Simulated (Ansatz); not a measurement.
C6H14Se, charge -1, doublet, at the geometry of the source list (a state made from the parent by changing its charge; the spin is typed, not shown lowest) (a gas-phase anion, which may not be bound at this level). Base run: B3LYP/6-31G (Ansatz, an electronic-structure program).

The Ansatz input:
Ansatz 0.2 input:
```yaml
crystal:
  periodic: [false, false, false]
  atoms:
    - {symbol: C, position_ang: [1.99890000, 1.06120000, 0.24190000]}
    - {symbol: C, position_ang: [1.50440000, -0.37290000, 0.28330000]}
    - {symbol: C, position_ang: [2.61270000, -1.36210000, -0.03850000]}
    - {symbol: Se, position_ang: [0.01220000, -0.66590000, -1.02620000]}
    - {symbol: C, position_ang: [-1.53940000, -0.00590000, 0.06450000]}
    - {symbol: C, position_ang: [-1.84740000, 1.44750000, -0.24600000]}
    - {symbol: C, position_ang: [-2.73910000, -0.89900000, -0.20260000]}
    - {symbol: H, position_ang: [2.40850000, 1.29020000, -0.74060000]}
    - {symbol: H, position_ang: [2.78170000, 1.20560000, 0.98540000]}
    - {symbol: H, position_ang: [1.19470000, 1.76170000, 0.45420000]}
    - {symbol: H, position_ang: [1.06810000, -0.59890000, 1.26190000]}
    - {symbol: H, position_ang: [2.24880000, -2.38530000, 0.04170000]}
    - {symbol: H, position_ang: [3.44490000, -1.22910000, 0.65260000]}
    - {symbol: H, position_ang: [2.97700000, -1.20510000, -1.05490000]}
    - {symbol: H, position_ang: [-1.21060000, -0.11680000, 1.10310000]}
    - {symbol: H, position_ang: [-1.00000000, 2.09040000, -0.02320000]}
    - {symbol: H, position_ang: [-2.09710000, 1.56160000, -1.29930000]}
    - {symbol: H, position_ang: [-2.69660000, 1.78060000, 0.34820000]}
    - {symbol: H, position_ang: [-2.49560000, -1.94200000, -0.00880000]}
    - {symbol: H, position_ang: [-3.05830000, -0.80560000, -1.23930000]}
    - {symbol: H, position_ang: [-3.56780000, -0.61010000, 0.44260000]}
basis:
  gaussian:
    orbitals: 6-31G
hamiltonian:
  xc: b3lyp
total_charge: -1
magnetization: {spin_polarized: true, initial_magnetization: 1}
```

Each row names what was changed in the base input (with any setting that the change needs).

| change | basis functions | E (Eh) |
|---|---|---|
| base | 111 | -2638.15762 |
| basis = jorge-DZP-DKH; relativity = none | 203 | -2632.04411 |
| basis = ANO-RCC-VDZP; relativity = none | 181 | -2620.14945 |
| basis = x2c-SVPall; relativity = spin-free X2C | 186 | -2666.41066 |
| basis = jorge-DZP-DKH; relativity = spin-free X2C | 203 | -2666.87727 |
| basis = x2c-SVPall; relativity = spin-free X2C; nucleus = Gaussian | 186 | -2666.39643 |
| basis = jorge-DZP-DKH; relativity = spin-free X2C; nucleus = Gaussian | 203 | -2666.86086 |
| basis = ANO-RCC-VDZP; relativity = spin-free X2C; nucleus = Gaussian | 181 | -2667.12085 |
| basis = ANO-RCC-VDZP; relativity = spin-free X2C | 181 | -2667.13960 |
| basis = x2c-SVPall; relativity = none | 186 | -2625.99745 |

Total energies compare only within one method and basis.

Ansatz warned in this series: the basis is contracted for relativity, which the run leaves out.

A gas-phase anion may not be bound at this level; its values then depend on the basis.

Basis sets contracted for a relativistic Hamiltonian are a mismatch without it, so the rows without relativity aren't non-relativistic limits. No row has spin-orbit coupling; sets with core potentials leave out the core electrons.
